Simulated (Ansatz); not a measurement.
`C#C[O][Ga]([OH])[Cl]` and `C[O][Ga]([OH])[Cl]` differ in one atom or group.

Ansatz, PBE0-D4/def2-TZVP geometries, multiplicity 1. Each molecule was computed in one conformer, which needn't be the lowest.

Scalar relativity is left out up to krypton.

| property | `C#C[O][Ga]([OH])[Cl]` |
| --- | --- |
| HOMO–LUMO gap (B3LYP/def2-TZVPP) / eV | 4.78 |
| LUMO energy (PBE/def2-TZVPP) / eV | -2.75 |
| HOMO energy (ωB97M-V/def2-TZVPP) / eV | -9.40 |
| LUMO energy (B3LYP/def2-TZVPP) / eV | -2.13 |
| HOMO energy (PBE0/def2-TZVPP) / eV | -7.14 |
| size of the dipole moment (ωB97M-V/def2-TZVPP) / D | 1.36 |

Give the same properties after the change, and the shifts. (An estimate is asked.)

The calculation gave: 
```tsv
property	`C[O][Ga]([OH])[Cl]`	shift
HOMO–LUMO gap (B3LYP/def2-TZVPP) / eV	6.57	1.79
LUMO energy (PBE/def2-TZVPP) / eV	-2.09	0.66
HOMO energy (ωB97M-V/def2-TZVPP) / eV	-10.69	-1.29
LUMO energy (B3LYP/def2-TZVPP) / eV	-1.47	0.66
HOMO energy (PBE0/def2-TZVPP) / eV	-8.29	-1.15
size of the dipole moment (ωB97M-V/def2-TZVPP) / D	1.81	0.45
```

With PBE0 the HOMO falls by 1.15 eV and the LUMO rises by 0.66 eV, so the gap widens by about 1.81 eV. PBE moves the HOMO by -0.83 eV and ωB97M-V by -1.29 eV. Dipoles are sizes alone; their direction can turn.

Positive LUMOs are unbound, so they and the gaps depend on the basis.

B3LYP here is the variant with VWN-RPA as its local correlation; programs differ in this.
